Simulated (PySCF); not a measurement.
Steps of a relaxation of Y2N2

Y2N2 (singlet). PySCF 2.14.0, RKS PBE, Y def2-SVP with ECP28, N def2-SVP; non-relativistic Hamiltonian with scalar-relativistic core potentials where named; density fitting; no spin-orbit coupling. Origin of the start: template. Columns: position (Å) and force (eV/Å). Energies are counted from the last step; some of the 6 steps are shown. Forces carry noise of the integration grid, about 0.01 to 0.03 eV/Å.

Run from Python with OMP_NUM_THREADS=2. Where DIIS fails, smearing, a level shift and second-order steps follow.
It took 19 s on 2 threads of Arm Neoverse V1 (shared host), from the converged density of the start.

```xyz
4
step 0  E = 0.411 eV
Y     0.0000    0.0000    1.6079     0.00    0.00   -3.42
Y     0.0000    0.0000   -1.6079     0.00    0.00    3.42
N     1.3750    0.0000    0.0000    -1.02    0.00    0.00
N    -1.3750    0.0000    0.0000     1.02    0.00    0.00
```

```xyz
4
step 2  E = 0.008 eV
Y     0.0000    0.0000    1.4853     0.00    0.00    0.53
Y     0.0000    0.0000   -1.4853     0.00    0.00   -0.53
N     1.3671    0.0000    0.0000     0.26    0.00    0.00
N    -1.3671    0.0000    0.0000    -0.27    0.00    0.00
```

```xyz
4
step 3  E = 0.000 eV
Y     0.0000    0.0000    1.4993     0.00    0.00   -0.07
Y     0.0000    0.0000   -1.4993     0.00    0.00    0.07
N     1.3710    0.0000    0.0000     0.01    0.00    0.00
N    -1.3710    0.0000    0.0000    -0.01    0.00    0.00
```

Where does the relaxation end?

It converges at step 5 in D2h:
```xyz
4
step 5  E = 0
Y     0.0000    0.0000    1.4970
Y     0.0000    0.0000   -1.4970
N     1.3725    0.0000    0.0000
N    -1.3725    0.0000    0.0000
```

How did the contacts change?


```csv
contact,start (Å),end (Å)
Y1–N3 (N),2.116,2.031
Y1–N4 (N),2.116,2.031
```
